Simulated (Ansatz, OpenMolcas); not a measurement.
Ansatz → OpenMolcas

This Ansatz 0.2.0 job computes CH2BF3O (SMILES OC(F)B(F)F):

run.yaml:
```yaml
crystal:
  periodic: [false, false, false]
  atoms:
    - {symbol: O, position_ang: [-0.197300, -1.323900, 0.466200]}
    - {symbol: C, position_ang: [0.446500, -0.164100, 0.086400]}
    - {symbol: F, position_ang: [1.166700, 0.362800, 1.146700]}
    - {symbol: B, position_ang: [-0.673500, 0.866000, -0.392200]}
    - {symbol: F, position_ang: [-1.258000, 0.689100, -1.556000]}
    - {symbol: F, position_ang: [-1.023000, 1.898300, 0.333000]}
    - {symbol: H, position_ang: [0.445400, -2.033100, 0.566400]}
    - {symbol: H, position_ang: [1.185400, -0.352200, -0.706200]}
basis:
  gaussian:
    orbitals: def2-SVP
total_charge: 0
correlation:
  method: mp2
  frozen_orbitals: {B: 1, C: 1, F: 1, H: 0, O: 1}
accuracy: high
```

```bash
$ ansatz run run.yaml --threads 1 --pin off --max-ram 3480MiB --events-out events.jsonl --progress --plain --runs-dir runs
```

The shape is that of a PBE0-D4/def2-TZVP optimisation. This is one conformer, not always the lowest.

It gives a total energy of -437.614397 Eh.

**Question.** How is this level of theory, on these atoms, set up in OpenMolcas 26.06 as an input file of the program's own?

**Answer.** For example:

test.inp:
```
&gateway
 baslib=$CurrDir
 coord
 8
 angstrom
 O       -0.197300      -1.323900       0.466200
 C        0.446500      -0.164100       0.086400
 F        1.166700       0.362800       1.146700
 B       -0.673500       0.866000      -0.392200
 F       -1.258000       0.689100      -1.556000
 F       -1.023000       1.898300       0.333000
 H        0.445400      -2.033100       0.566400
 H        1.185400      -0.352200      -0.706200
 basis=def2-SVP
 group=NoSym

&seward

&scf
 thresholds=1e-10 1e-07 1e-07 1e-05
 prorbitals=1 1

&mbpt2
 frozen=6
```

```bash
$ export MOLCAS_MEM=1860
$ pymolcas test.inp > test.log
```

(Basis files named in the input come from the Basis Set Exchange and aren't shown.)

Its energy is -437.614397 Eh, the same as the first but for the last digit, at most.
